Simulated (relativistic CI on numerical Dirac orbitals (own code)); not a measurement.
**Hyperfine structure of La⁴⁶⁺, mass number 137**

Calculated at this level of theory: Dirac-Coulomb-Breit CI, KLI orbitals optimised for each configuration, QED by a radiative potential, unscaled Slater integrals (own radial code, finite nucleus).

Configuration list (outside the closed core [Ne]): 3s, 3p, 3d, 4s, 4p, 4d, 4f, 5s, 5p, 5d, 5f, 5g, 6s, 6p, 6d. Levels of other configurations are missing.

Nuclear spin I = 7/2, μ = 2.696 μN, Q = 0.21 b (tables of Stone and Pyykkö). The electronic factors are computed for point nuclear moments, without core polarisation or the Bohr-Weisskopf and QED corrections.

```json
{"Level": "3s ²S1/2", "E (eV)": "0.00", "A (GHz)": "1512", "B (GHz)": ""}
{"Level": "3p ²P°1/2", "E (eV)": "108.24", "A (GHz)": "477.1", "B (GHz)": ""}
{"Level": "3p ²P°3/2", "E (eV)": "218.75", "A (GHz)": "69.81", "B (GHz)": "37.1"}
{"Level": "3d ²D3/2", "E (eV)": "354.29", "A (GHz)": "36.69", "B (GHz)": "6.52"}
{"Level": "3d ²D5/2", "E (eV)": "379.23", "A (GHz)": "15.07", "B (GHz)": "8.53"}
{"Level": "4s ²S1/2", "E (eV)": "1731.33", "A (GHz)": "617.9", "B (GHz)": ""}
{"Level": "4p ²P°1/2", "E (eV)": "1776.09", "A (GHz)": "197.3", "B (GHz)": ""}
{"Level": "4p ²P°3/2", "E (eV)": "1821.11", "A (GHz)": "29.1", "B (GHz)": "15.5"}
```

Levels with J = 0, under 50 % of one LS term, or S terms without an open s electron are left out. Small factors come from cancelling terms and can be off by tens of per cent or more.

At this charge energies of transitions that change n are usually good to better than 1 %, and those within a shell (Δn = 0) to a few per cent.

Question: Give the hyperfine levels of 3s ²S1/2 relative to its centre of gravity.

Answer: With K = F(F + 1) − I(I + 1) − J(J + 1), E = AK/2: F = 3: -3402, F = 4: 2646 GHz.
